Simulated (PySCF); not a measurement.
Compound: C9H9N.
SMILES: `C=C=C(C)C1=CC=NC=C1`

Torsions of this conformer, `[CH2:1]=[C:2]=[C:3]([CH3:4])[c:5]1[cH:6][cH:7][n:8][cH:9][cH:10]1`: C2–C3–C5–C6 0°.

The closed-shell ground state was solved at several levels (PySCF, density fitting, gas phase, non-relativistic). The structure is a single PBE0-D3(BJ)/def2-SVP conformer in the gas phase; no vibrational or solvent corrections.

```csv
level,basis functions,total energy (Eh),HOMO (eV),LUMO (eV),gap (eV),dipole (D)
PBE0/pcSseg-1,215,-402.5328,-6.98,-1.36,5.62,3.00
KT2/pcSseg-1,215,-410.1947,-5.98,-2.17,3.81,2.94
```

Question: What might wB97X-D/def2-SVPD (272 basis functions) give for the same quantities?

Answer: Total energy -402.6453 Eh, HOMO -8.70 eV, LUMO 0.29 eV, gap 8.99 eV, dipole 3.01 D.

Question: Over all these levels, which gives the widest orbital gap and which the narrowest?

Answer: wB97X-D/def2-SVPD (range-separated hybrid) has the widest, 8.99 eV, and KT2/pcSseg-1 (GGA) the narrowest, 3.81 eV. Functional and basis both differ between the two, so the spread mixes both effects.

Question: How far do the dipole and the HOMO energy spread over the levels?

Answer: The dipole runs from 2.94 to 3.01 D (mean 2.98 D) and the HOMO from -8.70 to -5.98 eV.

Note: wB97X-D ran without an empirical dispersion term, which enters the total energy and its gradient alone.
